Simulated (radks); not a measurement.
Values are calculated unless marked as measured or tabulated.
How relativity changes the ionisation of the rhodium ion Rh+ ([Kr] 4d8) to Rh2+ ([Kr] 4d7). Spin-unpolarised spherical Kohn-Sham, BLYP, point nucleus unless stated (finite: rms radius 4.4945 fm), a radial shooting solver on a logarithmic mesh with Libxc functionals. A level marked "c x" has the speed of light scaled by that factor and shares open shells by 2j + 1; other Dirac levels either fill j = l - 1/2 first or share by 2j + 1.

level,E(Rh+) (hartree),E(Rh2+) (hartree),IE (eV),HOMO,<r> HOMO (bohr)
non-rel.,-4687.88077,-4687.15650,19.708,4d,1.536
scalar-rel.,-4784.40235,-4783.68799,19.439,4d,1.552
"scalar-rel., finite nucleus",-4784.31734,-4783.60298,19.439,4d,1.552
"Dirac, 2j+1 shares",-4785.31368,-4784.59932,19.439,4d5/2,1.562
"Dirac, low j first",-4785.32549,-4784.61896,19.226,4d5/2,1.563
"Dirac, 2j+1 shares, finite nucleus",-4785.22848,-4784.51412,19.439,4d5/2,1.562
"Dirac, c x 1.5",-4729.89501,-4729.17524,19.586,4d5/2,1.548
"Dirac, c x 5",-4691.58309,-4690.85923,19.697,4d5/2,1.537
"Dirac, c x 10",-4688.80493,-4688.08076,19.706,4d5/2,1.537

NIST Atomic Spectra Database: 18.080 eV (semi-empirical). The relativistic part of the total energy of Rh+ is -97.35 hartree (Dirac, 2j+1 shares, finite nucleus), 2.1 % of the non-relativistic value. Spin polarisation and multiplet splitting of open shells are left out at every level.

Beside tabulated values, note that relativity, absent from the non-relativistic runs, is large for the heavy elements, and spin-unpolarised runs miss the spin-polarisation part of the exchange energy of open shells.
